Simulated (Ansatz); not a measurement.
Reactions of `C[O][Ge]([O]C)([O]C)[Si](Cl)(Cl)Cl`.

Calculated with Ansatz (gas phase, PBE0-D4/def2-TZVP geometries, no zero-point term in ΔE). CCSD(T)/CBS is the MP2 limit (def2-TZVPP, def2-QZVPP) plus CCSD(T) − MP2 in def2-TZVPP, frozen cores. This one scheme is used for every species, atoms too. DFT in def2-TZVPP. Open shells (•) are unrestricted, without spin–orbit coupling. Spin–orbit coupling would lower the free atoms: a little for C, Cl, O, Si; clearly for Ge. Bonds to Ge, Se are less sure, by a few kJ/mol each and by 10 to 20 or more in all where they break to atoms, as the def2 sets lack core-valence functions. Scalar relativity is left out up to krypton. Each species was taken in one conformer, which may not be the lowest.

```json
{"reaction": "`C[O][Ge]([O]C)([O]C)[Si](Cl)(Cl)Cl` → 3 C• + 3 Cl• + Ge• + 9 H• + 3 O• + Si•", "MP2/CBS(def2) (eV)": "79.43", "B2PLYP (eV)": "75.99", "HF/CBS(def2) (eV)": "55.05", "ωB97X-V (eV)": "77.56", "CCSD(T)/CBS(def2) (eV)": "77.40"}
{"reaction": "`C[O][Ge]([O]C)([O]C)[Si](Cl)(Cl)Cl` + CH₃OH → `C[O][Ge]([O]C)([O]C)[O]C` + `Cl[SiH](Cl)Cl`", "MP2/CBS(def2) (eV)": "-0.35", "B2PLYP (eV)": "-0.38", "HF/CBS(def2) (eV)": "-0.67", "ωB97X-V (eV)": "-0.35", "CCSD(T)/CBS(def2) (eV)": "-0.35"}
{"reaction": "`C[O][Ge]([O]C)([O]C)[Si](Cl)(Cl)Cl` → `C[O][Ge][O]C` + `CO[Si](Cl)(Cl)Cl`", "MP2/CBS(def2) (eV)": "-0.23", "B2PLYP (eV)": "-0.45", "HF/CBS(def2) (eV)": "-0.51", "ωB97X-V (eV)": "-0.16", "CCSD(T)/CBS(def2) (eV)": "-0.26"}
{"reaction": "`C[O][Ge]([O]C)([O]C)[Si](Cl)(Cl)Cl` + H₂O → `C[O][Ge]([OH])([O]C)[O]C` + `Cl[SiH](Cl)Cl`", "MP2/CBS(def2) (eV)": "-0.30", "B2PLYP (eV)": "-0.41", "HF/CBS(def2) (eV)": "-0.74", "ωB97X-V (eV)": "-0.35", "CCSD(T)/CBS(def2) (eV)": "-0.31"}
{"reaction": "`C[O][Ge]([O]C)([O]C)[Si](Cl)(Cl)Cl` + `C[NH][GeH3]` → `C[NH][Ge]([O]C)([O]C)[O]C` + `Cl[Si](Cl)(Cl)[GeH3]`", "MP2/CBS(def2) (eV)": "-0.33", "B2PLYP (eV)": "-0.31", "HF/CBS(def2) (eV)": "-0.39", "ωB97X-V (eV)": "-0.32", "CCSD(T)/CBS(def2) (eV)": "-0.34"}
{"reaction": "`C[O][Ge]([O]C)([O]C)[Si](Cl)(Cl)Cl` + `C=CNC` → `C=C[Si](Cl)(Cl)Cl` + `C[NH][Ge]([O]C)([O]C)[O]C`", "MP2/CBS(def2) (eV)": "-0.66", "B2PLYP (eV)": "-0.52", "HF/CBS(def2) (eV)": "-0.73", "ωB97X-V (eV)": "-0.52", "CCSD(T)/CBS(def2) (eV)": "-0.63"}
{"reaction": "`C[O][Ge]([O]C)([O]C)[Si](Cl)(Cl)Cl` + `C[SeH]` → `C[O][Ge]([O]C)([O]C)[Se]C` + `Cl[SiH](Cl)Cl`", "MP2/CBS(def2) (eV)": "-0.72", "B2PLYP (eV)": "-0.63", "HF/CBS(def2) (eV)": "-0.71", "ωB97X-V (eV)": "-0.59", "CCSD(T)/CBS(def2) (eV)": "-0.65"}
{"reaction": "`C[O][Ge]([O]C)([O]C)[Si](Cl)(Cl)Cl` + CH₃NH₂ → `C[NH][Ge]([O]C)([O]C)[O]C` + `Cl[SiH](Cl)Cl`", "MP2/CBS(def2) (eV)": "-0.16", "B2PLYP (eV)": "-0.14", "HF/CBS(def2) (eV)": "-0.37", "ωB97X-V (eV)": "-0.13", "CCSD(T)/CBS(def2) (eV)": "-0.14"}
{"reaction": "`C[O][Ge]([O]C)([O]C)[Si](Cl)(Cl)Cl` + `COC` → `C[O][Ge]([O]C)([O]C)[O]C` + `C[Si](Cl)(Cl)Cl`", "MP2/CBS(def2) (eV)": "-1.45", "B2PLYP (eV)": "-1.33", "HF/CBS(def2) (eV)": "-1.52", "ωB97X-V (eV)": "-1.31", "CCSD(T)/CBS(def2) (eV)": "-1.38"}
{"reaction": "`C[O][Ge]([O]C)([O]C)[Si](Cl)(Cl)Cl` + `CNBF` → `FB[Si](Cl)(Cl)Cl` + `C[NH][Ge]([O]C)([O]C)[O]C`", "MP2/CBS(def2) (eV)": "1.66", "B2PLYP (eV)": "1.66", "HF/CBS(def2) (eV)": "1.49", "ωB97X-V (eV)": "1.61", "CCSD(T)/CBS(def2) (eV)": "1.61"}
```

Largest T1 diagnostic: 0.015, for `C[O][Ge][O]C`.
